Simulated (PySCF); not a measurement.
Computed with B3LYP-D3(BJ)/def2-TZVP // PBE0-D4/def2-SVP (PySCF). All species are isolated molecules in the gas phase. One relaxed conformer stands for a flexible species; it need not be the lowest. B3LYP has the VWN-RPA correlation part, as in Gaussian. 

Reference species (SMILES): `[NH2][GeH2][CH]=O` (neutral, multiplicity 1).

* **HOMO**: -6.56 eV
* **S1 oscillator strength**: 0.002

Changed species: `[GeH2]([CH]=O)[GeH2][GeH2][NH2]` (n = 3; the reference has n = 1).

Task: What does the change do to the HOMO and S1 oscillator strength?

Result: the HOMO falls by 0.11 eV, to -6.67 eV; the S1 oscillator strength rises by 0.016, to 0.018.
